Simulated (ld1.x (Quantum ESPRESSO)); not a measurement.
How hard is this C PAW potential?

ld1.x (Quantum ESPRESSO) 7.5 input, shortened:

```
&input
   title='C', zed=6., rel=1, dft='PZ', iswitch=3,
   config='[He] 2s1 2p3'
 /
 &inputp
   pseudotype=3, lpaw=.true., tm=.true., lloc=-2, rcloc=1.80,
   nlcc=.true., rcore=0.90,
   which_augfun='BESSEL', rmatch_augfun=1.25
 /
4
2S  1  0   1.00   0.00  1.10  1.45  0.0
2S  1  0   0.00  -0.65  1.10  1.45  0.0
2P  2  1   3.00   0.00  1.95  2.20  0.0
2P  2  1   0.00   0.30  1.95  2.20  0.0
 &test
   configts(1)='2s1 2p3'
 /
```

The pseudo-atom Hamiltonian at the reference potential is diagonalised in spherical Bessel functions j_l(qr) that vanish at 20 bohr, with q² up to the cutoff. All-electron valence levels (Ry): 2s -1.0352, 2p -0.4281.

How do the lowest levels (Ry) of each channel move with the cutoff, and are there ghosts?

```tsv
cutoff (Ry)	s #1	s #2	p #1	d #1	f #1	Σ f·Δε (mRy)
8	-1.0284	-0.0148	-0.3918	0.0734	0.1176	115.7
10	-1.0322	-0.0149	-0.4143	0.0734	0.1176	44.5
12	-1.0338	-0.0150	-0.4240	0.0734	0.1176	13.7
15	-1.0345	-0.0150	-0.4278	0.0734	0.1176	1.8
18	-1.0349	-0.0150	-0.4280	0.0734	0.1176	0.8
21	-1.0350	-0.0150	-0.4280	0.0734	0.1176	0.6
25	-1.0351	-0.0150	-0.4281	0.0734	0.1176	0.3
400	-1.0352	-0.0150	-0.4281	0.0734	0.1176	0.0
```

Result: no extra level below or beside the all-electron valence levels (s, p, d, f tested); 10 mRy is reached at 15 Ry and 1 mRy at 18 Ry.
